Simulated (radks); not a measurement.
Valence configurations of Tl. Method: Dirac Kohn-Sham, PBE, spin-unpolarised, spherical densities, point nucleus; open shells are shared between the two j in proportion to 2j + 1; computed with a radial shooting solver on a logarithmic mesh with Libxc functionals. Energies are relative to [Hg] 6p1; eigenvalues in eV.

| valence | E (eV) | e(4f5/2) | e(4f7/2) | e(5d3/2) | e(5d5/2) | e(6p1/2) |
|---|---|---|---|---|---|---|
| [Hg] 6p1 | 0.000 | -116.20 | -111.60 | -16.775 | -14.580 | -3.147 |
| [Xe] 4f14 5d10 6s1.5 6p1.5 | 3.589 | -117.18 | -112.58 | -17.709 | -15.501 | -3.619 |
| [Xe] 4f14 5d9.5 6s2 6p1.5 | 6.895 | -119.04 | -114.44 | -18.967 | -16.707 | -3.845 |
| [Xe] 4f14 5d10 6s1 6p2 | 7.284 | -118.10 | -113.50 | -18.584 | -16.366 | -4.055 |
| [Xe] 4f14 5d10 6s0.5 6p2.5 | 11.075 | -118.98 | -114.38 | -19.416 | -17.186 | -4.464 |
| [Xe] 4f14 5d10 6p3 | 14.955 | -119.83 | -115.23 | -20.212 | -17.970 | -4.849 |
| [Xe] 4f14 5d8 6s2 6p3 | 32.241 | -127.56 | -122.95 | -25.298 | -22.849 | -5.761 |
| [Xe] 4f13.5 5d10 6s2 6p1.5 | 57.684 | -125.36 | -120.69 | -19.727 | -17.383 | -3.850 |
| [Xe] 4f13 5d10 6s2 6p2 | 119.68 | -134.68 | -129.94 | -22.717 | -20.225 | -4.531 |
| [Xe] 4f13 5d10 6s1 6p3 | 128.04 | -136.43 | -131.69 | -24.357 | -21.843 | -5.332 |

NIST lists [Hg] 6p1 as the ground configuration; this level of theory agrees among the configurations tried. The energies are those of spherical spin-averaged densities, not of single terms.
